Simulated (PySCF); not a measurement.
# B: excitation energy

B [He] 2s2 2p1 (2P) → B [He] 2s2 3d1 (2D), as a difference of total energies. All numbers are calculated (PySCF 2.14, the spin-free X2C one-electron Hamiltonian (Gaussian nucleus), in aug-cc-pVQZ-DK (6s5p4d3f2g, 80 functions)). Correlated levels: valence: 1s2 frozen. The calculations carry no spin-orbit coupling.

```tsv
method	excitation energy (eV)	error (eV)
UHF	7.369	+0.580
LDA	7.329	+0.540
PBE	7.208	+0.419
PBE0	7.335	+0.546
r2SCAN	7.556	+0.767
M06	7.108	+0.319
PW91	7.272	+0.483
LC-wPBE	7.849	+1.060
B2PLYP	7.399	+0.610
MP2 (valence)	7.470	+0.681
SCS-MP2 (valence)	7.459	+0.670
```

Reference: 6.789 eV (measured; NIST levels, between the centres of gravity of the two terms).

Errors of the correlated levels include the incompleteness of this basis and the frozen core.

The promoted electron is Rydberg-like, and one or two diffuse shells describe it only roughly, which tends to raise the upper state.

In the upper state the promoted electron has a positive orbital energy at LDA, PBE, r2SCAN, PW91, so the basis confines it.
